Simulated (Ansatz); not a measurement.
Harmonic frequencies (cm⁻¹) at PBE0-D4/def2-TZVP from Ansatz: 27, 61, 65, 125, 169, 185, 252, 391, 408, 577, 744, 1178, 1179, 1226, 1477, 1489, 1491, 3007, 3072, 3075, 4000.

Each molecule was computed in one conformer, which needn't be the lowest.

Problem. Which molecule is it?
A. `[F][Sc]([F])[O][SiH3]`
B. `[SiH3][O][Sc]([Cl])[Cl]`
C. `C[O][Sc]([OH])[Cl]`
D. `[NH2][Sc]([OH])[OH]`

Solution. C.
